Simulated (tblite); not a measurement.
Species: C8H11O2P.
Cartesian coordinates in Å at the GFN2-xTB level; atoms count from 1:
```
atom  x, y, z in Å
C1     3.512    1.041   -0.373
C2     2.264    1.466   -0.049
C3     1.550    0.307    0.375
P4    -0.143    0.261    1.026
C5    -0.626   -1.450    0.464
C6    -2.150   -1.517    0.349
O7    -2.667   -0.680   -0.656
C8    -2.479    0.689   -0.391
C9    -1.008    1.108   -0.395
C10    2.449   -0.719    0.287
O11    3.632   -0.282   -0.172
H12    4.372    1.559   -0.747
H13    1.885    2.466   -0.104
H14   -0.170   -1.668   -0.505
H15   -0.287   -2.185    1.196
H16   -2.604   -1.260    1.321
H17   -2.466   -2.526    0.071
H18   -3.025    1.211   -1.182
H19   -2.932    0.948    0.580
H20   -0.939    2.190   -0.270
H21   -0.541    0.825   -1.342
H22    2.364   -1.763    0.515
```

Computed with GFN2-xTB (tblite): harmonic, unscaled wavenumbers at the GFN2-xTB geometry, gas phase. The method is semi-empirical: single wavenumbers can be off by several per cent or more. One conformer, not necessarily the lowest.

Harmonic wavenumbers (cm⁻¹): 31.4, 74.2, 101.4, 185.9, 204.2, 263.9, 275.5, 317.8, 381.4, 399.0, 478.6, 551.8, 597.4, 618.5, 683.3, 703.0, 753.9, 778.9, 784.1, 830.9, 852.0, 861.5, 926.0, 931.3, 958.2, 978.6, 1013.0, 1037.1, 1048.8, 1069.4, 1091.2, 1138.4, 1143.3, 1155.7, 1181.2, 1199.9, 1208.5, 1225.8, 1254.3, 1290.9, 1331.8, 1343.6, 1344.6, 1421.9, 1429.8, 1459.1, 1459.5, 1463.4, 1551.2, 2842.2, 2844.7, 2945.4, 2950.2, 2957.1, 2959.0, 2968.8, 2970.0, 3164.9, 3170.7, 3184.7.

A = 2443, B = 564.0, C = 505.8 MHz; mass 170.050 u (most abundant isotopes); point group C1, symmetry number 1.

Task: Zero-point energy?

Result: Half the sum of the wavenumbers: 38171 cm⁻¹ = 109.14 kcal/mol.

Task: Give the ideal-gas entropy at 200 K and 1 bar in the rigid-rotor, harmonic-oscillator model (classical rotation).

Result: Translation 39.34, rotation 29.32, vibration 18.73: S = 87.4 cal/(mol K).

Task: And Cp and H(200 K) − H(0)?

Result: Cp = 28.86 cal/(mol K), of which vibrations give 20.91 (their classical limit is 60 R = 119.2); H(200 K) − H(0) = 3.60 kcal/mol without the zero-point energy, 2.01 from vibrations.

Task: How do the functions run with temperature in this model?

Result: 
| T (K) | S (cal/(mol K)) | Cp (cal/(mol K)) | H − H(0) (kcal/mol) | G − H(0) (kcal/mol) | ln q(vib) |
| --- | --- | --- | --- | --- | --- |
| 150 | 80.0 | 23.2 | 2.30 | -9.69 | 3.11 |
| 250 | 94.5 | 35.2 | 5.20 | -18.43 | 5.64 |
| 298.15 | 101.3 | 41.7 | 7.05 | -23.14 | 6.91 |
| 400 | 115.4 | 55.0 | 11.99 | -34.18 | 9.67 |
| 600 | 141.8 | 74.9 | 25.12 | -59.94 | 15.32 |
| 900 | 175.9 | 92.8 | 50.52 | -107.74 | 23.67 |

q(vib) and H(0) count from the zero-point level.

Task: Blend soft modes into free rotors: weight 1/[1 + (100 cm⁻¹/ν̃)⁴] for the oscillator and the rest for a rotor with moment μB/(μ + B), μ = h/(8π²ν), B = 10⁻⁴⁴ kg m². What vibrational entropy results?

Result: 16.99 cal/(mol K) in place of 18.73, which changes −T·S at 200 K by +0.35 kcal/mol.

Task: What must be added to the electronic energy to get the Gibbs energy at 200 K and 1 bar?

Result: ZPE + [H(200 K) − H(0)] − T·S = 109.14 + 3.60 − 17.48 = 95.26 kcal/mol.

Hindered rotation and anharmonicity are outside this model. Other conformers, if any are populated, would add a mixing term that is left out. The structure is chiral; the term R ln 2 for an equal mix with its mirror image is left out.

On one thread of an Intel Xeon 6975P-C, shared host with 192 logical CPUs at a one-minute load of 93, this took 0.97 s. The figure is for the frequency step alone.
